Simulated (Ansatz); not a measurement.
A structure relaxed at B3LYP-D4/def2-SVP in Ansatz, charge 0, doublet:

| atom | x (Å) | y (Å) | z (Å) |
| --- | --- | --- | --- |
| N1 | -1.708 | -0.569 | 0.440 |
| B2 | 1.118 | -0.319 | -0.868 |
| B3 | -1.191 | 0.292 | -0.463 |
| B4 | 0.153 | 0.959 | -1.055 |
| B5 | 0.981 | 1.018 | 0.327 |
| B6 | -0.465 | -0.843 | 0.890 |
| B7 | 1.111 | -0.537 | 0.729 |

Give its formula and point group.

the cluster B₆N. Point group C2v (tolerance 0.1 Å).

Summarise the bond lengths by kind (pairs closer than 1.2 times the sum of covalent radii, bridged metal pairs left out).

8 × B–B 1.61 to 1.91 Å; 2 × B–N 1.35 Å.

The structure comes from a short search, and lower isomers may exist.
